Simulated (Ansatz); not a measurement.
`O[AsH]O` and `O[AsH][SiH3]` differ in one atom or group.

Ansatz, PBE0-D4/def2-TZVP geometries, multiplicity 1. Each molecule was computed in one conformer, which needn't be the lowest.

Scalar relativity is left out up to krypton.

```csv
property,`O[AsH]O`
size of the dipole moment (ωB97M-V/def2-TZVPP) / D,2.59
HOMO–LUMO gap (ωB97M-V/def2-TZVPP) / eV,11.13
size of the dipole moment (B3LYP/def2-TZVPP) / D,2.59
HOMO energy (PBE0/def2-TZVPP) / eV,-7.38
LUMO energy (ωB97M-V/def2-TZVPP) / eV,1.53
"ideal-gas entropy at 298 K and 1 bar (rigid rotor, harmonic PBE0-D4/def2-TZVP) / J/(mol·K)",291
```

Problem. What does the change do to each property? (Best estimate.)

Solution. Computed: 
| property | `O[AsH][SiH3]` | shift |
| --- | --- | --- |
| size of the dipole moment (ωB97M-V/def2-TZVPP) / D | 1.01 | -1.58 |
| HOMO–LUMO gap (ωB97M-V/def2-TZVPP) / eV | 10.33 | -0.80 |
| size of the dipole moment (B3LYP/def2-TZVPP) / D | 1.04 | -1.55 |
| HOMO energy (PBE0/def2-TZVPP) / eV | -7.20 | 0.18 |
| LUMO energy (ωB97M-V/def2-TZVPP) / eV | 1.05 | -0.48 |
| ideal-gas entropy at 298 K and 1 bar (rigid rotor, harmonic PBE0-D4/def2-TZVP) / J/(mol·K) | 327 | 36 |

With PBE0 the HOMO rises by 0.18 eV and the LUMO falls by 0.56 eV, so the gap narrows by about 0.74 eV. PBE moves the HOMO by 0.02 eV and ωB97M-V by 0.32 eV. The zero-point energy changes by 27.0 kJ/mol with +6 modes. Dipoles are sizes alone; their direction can turn.

B3LYP here is the variant with VWN-RPA as its local correlation; programs differ in this.
